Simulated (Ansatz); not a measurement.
A search over several starts for the lowest SCF solution of the cluster Ti₂O₄⁻ at the given spin, in a small basis.

```yaml
crystal:
  periodic: [false, false, false]
  atoms:
    - {symbol: Ti, position_ang: [0.331448, -1.258281, -0.368165]}
    - {symbol: Ti, position_ang: [-0.331549, 1.257736, 0.367927]}
    - {symbol: O, position_ang: [1.707991, -2.207663, -0.318068]}
    - {symbol: O, position_ang: [0.339305, 0.430793, -1.167921]}
    - {symbol: O, position_ang: [-0.340322, -0.431542, 1.167345]}
    - {symbol: O, position_ang: [-1.706872, 2.208957, 0.318892]}
basis:
  gaussian: {orbitals: def2-SVP, initial_orbitals: start.molden}
total_charge: -1
magnetization: {spin_polarized: true, initial_magnetization: 1}
hamiltonian: {xc: pbe, dispersion: d4}
output: {orbitals: {seedname: orbitals}}
```

The file start.molden holds the orbitals of an earlier run on this structure, at another level or in another basis.

```sh
$ ansatz run in.yaml --threads 4 --pin off --events-out ev --progress --plain --max-ram 4787MiB
```

It prints (some lines left out):

```
Functional definition: PBE
1332 factors; their error is unknown
mean field evaluation 1: about -54337.0236 eV, gradient 9.6e1 eV
mean field evaluation 2: about -54356.2390 eV, gradient 2.7e1 eV
mean field evaluation 4: about -54387.6047 eV, gradient 1.4e1 eV
mean field evaluation 8: about -54395.2326 eV, gradient 2.6e-2 eV
mean field evaluation 16: about -54386.5452 eV, gradient 4.6e1 eV
mean field evaluation 32: about -54395.2026 eV, gradient 1.3e-3 eV
mean field -54395.20259610 eV, -1998.9868250142 hartree, gradient 2.3e-5 eV, S^2 0.753210; 5 other end points of the search recorded, 0 dependent functions left out
reference -54395.20265358 eV, -1998.9868271263 hartree; 39, 38 occupied and 79, 80 virtual orbitals, 1332 factors
Total energy: -54395.42568652 eV, -1998.9950234357 hartree
```

It took 9.5 s on 4 threads of Arm Neoverse V2 on a shared host.

The highest occupied level of the charge -1 doublet lies above zero (up to 0.97 eV). By energy differences its removal costs 1.79 eV (vertical, to the charge 0 singlet, at LC-ωPBE (ω = 0.30 bohr⁻¹)/def2-SVPD). Another isomer (doublet) lies 0.04 eV lower at PBE0-D4/def2-TZVPD.
